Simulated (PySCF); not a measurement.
Do core-level shifts follow atomic charges?

Species: C5H15NOSi.
Atom-mapped SMILES: `[CH3:1][CH2:2][C@@H:3]([CH3:4])[Si@H:5]([OH:6])[NH:7][CH3:8]`

Geometry (PBE0-D3(BJ)/def2-SVP, Å), atoms numbered from 1 in this order:
```xyz
23
C5H15NOSi angstrom
C     -2.834    0.627   -0.701
C     -1.345    0.338   -0.837
C     -0.721   -0.401    0.355
C     -1.335   -1.780    0.600
Si     1.148   -0.555    0.158
O      1.848   -1.504    1.345
N      1.798    1.044    0.200
C      3.163    1.394   -0.108
H     -3.427   -0.298   -0.637
H     -3.042    1.217    0.206
H     -3.209    1.197   -1.565
H     -0.811    1.291   -0.999
H     -1.168   -0.251   -1.755
H     -0.881    0.216    1.263
H     -1.249   -2.416   -0.297
H     -0.821   -2.305    1.419
H     -2.404   -1.721    0.860
H      1.486   -1.309   -1.086
H      1.913   -1.079    2.206
H      1.152    1.825    0.189
H      3.309    1.745   -1.147
H      3.814    0.517    0.031
H      3.549    2.180    0.565
```

Binding energies: PySCF, delta-SCF UKS SCAN, pcX-2 on the ionised atom, pcseg-1 elsewhere, spin-free X2C. Charges: PBE0/pcSseg-1 ground-state density, for the ionised atom.

```
atom                  environment  C 1s (eV)  Mulliken (e)  IAO (e)  Hirshfeld (e)  ESP (e)
  C3  sp3 carbon bound to silicon     289.81        -0.618   -0.402         -0.114   -0.080
  C4                methyl carbon     290.31        -0.242   -0.406         -0.117   -0.235
  C1                methyl carbon     290.43        -0.262   -0.407         -0.115   -0.282
  C2             chain CH2 carbon     290.44        -0.254   -0.236         -0.064   +0.138
  C8              N-methyl carbon     291.54        -0.097   -0.289         -0.066   -0.020
```

Give the correlation coefficient and slope of binding energy on charge for each scheme.

Mulliken: r = 0.84, slope 2.8 eV per e; Hirshfeld: r = 0.67, slope 15.5 eV per e; IAO: r = 0.53, slope 4.1 eV per e; ESP: r = 0.22, slope 0.8 eV per e. Mulliken charges have the highest r, on only 5 points.

The point-charge model writes a binding energy as kq + V + constant, with V the potential of the other atoms' charges at the site. What does it give with the IAO charges?

V = Σ 14.40 eV Å × q/r over all other atoms: +3.59 eV at C3, +4.03 eV at C4, +4.23 eV at C1, +0.98 eV at C2, +2.70 eV at C8. Fitting binding energy − V to q gives k = 20.0 eV per e and leaves an rms residual of 0.15 eV, against 0.48 eV for the fit on q alone. The model has no term for differences in relaxation between sites.

Isolated species at its PBE0-D3(BJ)/def2-SVP geometry (one conformer only).
